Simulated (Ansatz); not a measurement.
Isolated molecules relaxed with PBE0-D4/def2-TZVP in Ansatz; ΔE leaves out vibrations. CCSD(T)/CBS adds triple-zeta CCSD(T) − MP2 to the extrapolated MP2 energy (def2 sets, frozen cores). Double bonds are as drawn, so ΔE can hold a change between cis and trans. Functionals use def2-TZVPP. B3LYP here is the variant with VWN-RPA as its local correlation; programs differ in this. HSE06 is defined as in plane-wave codes. For Ga outer-core shells are correlated without core-valence functions, which leaves a few kJ/mol of doubt a bond. Scalar relativity is left out up to krypton. One conformer a species, not always the lowest.

Reaction (formal exchange of groups at a C–Si bond): `C[SiH2][GaH][Cl]` + `F/C=C\CF` → `C/C(F)=C/CF` + `[SiH3][GaH][Cl]`

| level | ΔE (kJ/mol) | difference from CCSD(T)/CBS |
| --- | --- | --- |
| LDA (SPW92) | 2.2 | -9.7 |
| revPBE-D4 | 10.7 | -1.2 |
| BLYP-D4 | 11.3 | -0.6 |
| r2SCAN-D4 | 9.4 | -2.5 |
| B97M-V | 7.5 | -4.4 |
| PBE0-D4 | 9.9 | -2.0 |
| B3LYP-D4 | 10.6 | -1.3 |
| r2SCANh-D4 | 9.4 | -2.5 |
| HSE06-D4 | 10.0 | -1.9 |
| BHLYP-D4 | 9.8 | -2.1 |
| CAM-B3LYP-D4 | 8.2 | -3.7 |
| ωB97X-V | 8.2 | -3.7 |
| ωB97M-V | 10.8 | -1.1 |
| B2PLYP | 10.3 | -1.6 |
| PBE-QIDH | 9.8 | -2.1 |
| PBE | 10.0 | -1.9 |
| revPBE | 12.4 | 0.5 |
| BLYP | 10.7 | -1.2 |
| PBE0 | 9.4 | -2.5 |
| B3LYP | 9.7 | -2.2 |
| r2SCANh | 9.3 | -2.6 |
| HSE06 | 9.5 | -2.4 |
| BHLYP | 8.1 | -3.8 |
| LC-ωPBE | 9.9 | -2.0 |
| RPA@PBE/def2-TZVPP | 8.9 | -3.0 |
| HF/def2-SVP | 0.8 | -11.1 |
| MP2/def2-SVP | -0.2 | -12.1 |
| CCSD/def2-SVP | -1.2 | -13.1 |
| CCSD(T)/def2-SVP | -1.9 | -13.8 |
| HF/def2-TZVPP | 6.7 | -5.2 |
| MP2/def2-TZVPP | 11.6 | -0.3 |
| SCS-MP2/def2-TZVPP | 10.5 | -1.4 |
| CCSD/def2-TZVPP | 10.2 | -1.7 |
| CCSD(T)/def2-TZVPP | 10.3 | -1.6 |
| HF/def2-QZVPP | 6.8 | -5.1 |
| MP2/def2-QZVPP | 12.5 | 0.6 |
| SCS-MP2/def2-QZVPP | 11.5 | -0.4 |
| HF/CBS(def2) | 6.8 | -5.1 |
| MP2/CBS(def2) | 13.2 | 1.3 |
| CCSD/CBS(def2) | 11.8 | -0.1 |
| CCSD(T)/CBS | 11.9 | 0 |

Largest T1 diagnostic among the species: 0.013.

At CCSD(T), def2-SVP lies −13.8 kJ/mol from the extrapolated value and def2-TZVPP −1.6 kJ/mol. In def2-TZVPP, CCSD(T) changes the Hartree–Fock value by +3.6 kJ/mol (the triples alone add +0.1 kJ/mol) and MP2 by +4.9 kJ/mol. Leaving LDA and LC-ωPBE aside and taking each functional with its dispersion term where it has one, the values spread over 3.8 kJ/mol, from B97M-V to BLYP-D4. LDA lies −7.7 kJ/mol from PBE without D4.
